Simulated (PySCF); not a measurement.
Gas-phase reaction: HfI4 + 4 Cl2 ⇌ HfCl4 + 4 ICl

Energies from PySCF, thermal terms from the rigid-rotor harmonic-oscillator model, ideal gas at 1 bar. † marks an energy on the PBE0/def2-TZVP geometry and frequencies; other levels use their own. MP2 and CCSD(T) freeze the core. All species are closed-shell singlets. Hf, I: scalar-relativistic def2 core potential, no spin-orbit coupling. MP2 isn't extrapolated to the basis-set limit. CCSD(T) isn't extrapolated to the basis-set limit.

| level | ΔH°(298 K), kJ |
|---|---|
| CCSD(T)/def2-SVP† | ? |
| MP2/def2-SVP† | -449 |
| MP2/def2-TZVPP† | -389 |
| PBE/def2-SVP | -479 |
| PBE/def2-TZVP† | -428 |
| PBE0/def2-SVP† | ? |
| r2SCAN/def2-TZVP† | ? |
| LDA/def2-TZVP† | ? |
| ωB97M-V/def2-TZVP† | -450 |
| ωB97X-V/def2-TZVP† | -459 |

Question: Fill in the missing entries.

Answer: 
- CCSD(T)/def2-SVP†, ΔH°(298 K), kJ: -459
- PBE0/def2-SVP†, ΔH°(298 K), kJ: -487
- r2SCAN/def2-TZVP†, ΔH°(298 K), kJ: -450
- LDA/def2-TZVP†, ΔH°(298 K), kJ: -406
